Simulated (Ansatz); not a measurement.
AuCl$_{4}$ (SMILES [Cl][Au-]([Cl])([Cl])[Cl]), charge -1, singlet, at a GFN2-xTB geometry (such geometries of metal compounds can be far from the true shape) (core potentials on Au) (a gas-phase anion, which may not be bound at this level). Base run: PBE/def2-SVP (Ansatz, a quantum-chemistry and plane-wave program).

The Ansatz input:
Ansatz 0.2 input:
```yaml
crystal:
  periodic: [false, false, false]
  atoms:
    - {symbol: Au, position_ang: [-0.00000000, 0.00000000, -0.00000000]}
    - {symbol: Cl, position_ang: [2.10237282, -0.85465654, 0.00310144]}
    - {symbol: Cl, position_ang: [0.85465979, 2.10237254, -0.00228057]}
    - {symbol: Cl, position_ang: [-2.10237282, 0.85465654, -0.00310144]}
    - {symbol: Cl, position_ang: [-0.85465979, -2.10237254, 0.00228057]}
basis:
  gaussian:
    orbitals: def2-SVP
hamiltonian:
  xc: pbe
total_charge: -1
```

The base run was repeated with changes; each row names its change, and settings that it needs were set with it.

```
change                                                                                                    ΔE vs base (eV)
--------------------------------------------------------------------------------------------------------  ---------------
base                                                                                                                 0.00
symmetry_tolerance_ang = 0.01                                                                                        0.00
occupation = up:Ag:12 B1g:3 B1u:7 B2g:4 B2u:8 B3g:5 B3u:5 down:Ag:12 B1g:3 B1u:7 B2g:4 B2u:8 B3g:5 B3u:5            36.19
occupation = up:Ag:12 B1g:3 B1u:8 B2g:3 B2u:8 B3g:5 B3u:5 down:Ag:12 B1g:3 B1u:8 B2g:3 B2u:8 B3g:5 B3u:5             0.00
occupation = up:Ag:12 B1g:4 B1u:8 B2g:3 B2u:8 B3g:5 B3u:4 down:Ag:12 B1g:4 B1u:8 B2g:3 B2u:8 B3g:5 B3u:4            35.41
occupation = up:Ag:12 B1g:3 B1u:9 B2g:3 B2u:8 B3g:4 B3u:5 down:Ag:12 B1g:3 B1u:9 B2g:3 B2u:8 B3g:4 B3u:5            18.91
occupation = up:Ag:12 B1g:3 B1u:8 B2g:3 B2u:9 B3g:5 B3u:4 down:Ag:12 B1g:3 B1u:8 B2g:3 B2u:9 B3g:5 B3u:4            19.32
```

A gas-phase anion may not be bound at this level; its values then depend on the basis.
